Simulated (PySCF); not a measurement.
biphenylene (C12H8), SMILES c1cc2-c3c(-c2cc1)cccc3.

Coordinates come from a B3LYP-D3(BJ)/def2-SVP optimisation.

Method: M06-2X/def2-SVP (PySCF).

Gas-phase values at a fixed geometry.

```json
{
  "total_energy": "-461.49635 hartree",
  "point_group": "D2h",
  "highest_occupied_level": "-6.86 eV",
  "lowest_empty_level": "-0.65 eV",
  "orbital_gap": "6.20 eV",
  "dipole_moment": "0.00 D",
  "quadrupole, principal values (traceless, Buckingham form, about the centre of nuclear charge)": "-15.31, 7.00, 8.31 D·Å",
  "mean_static_polarisability": "128.1 bohr³ (18.98 Å³)",
  "polarisability_principal_values": "51.7, 128.7, 203.8 bohr³"
}
```
